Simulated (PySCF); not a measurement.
B(H)3 cation (BH3), SMILES B (connectivity only; charge and spin as stated), charge +1, multiplicity 2. Atoms are numbered in the order given.

```xyz
4

B      0.0000     0.0000    -0.1173
H      0.0000    -0.7164     0.9381
H      0.0000     0.0000    -1.2899
H      0.0000     0.7164     0.9381
```
Charge +1, spin multiplicity 2.

Coordinates come from a r2SCAN-D4/def2-TZVPD optimisation. The spin state was assumed, not searched. The isomer is the one that the SMILES or the coordinates give; other isomers of the formula were not compared.

All values below come from PySCF with M06-2X/def2-TZVPD.

Gas-phase values at a fixed geometry.

Computed frontier levels, dipole moment and polarisability:
| Quantity | Result |
|---|---|
| α spin, highest occupied and lowest empty level | -18.91 and -9.47 eV |
| β spin, highest occupied and lowest empty level | -21.40 and -11.48 eV |
| dipole moment about the centre of nuclear charge | 1.11 D |
| mean static polarisability | 13.0 bohr³ (1.93 Å³) |
| polarisability, principal values | 9.9, 14.3, 14.8 bohr³ |
| ⟨S²⟩ | 0.752 (pure state 0.75) |
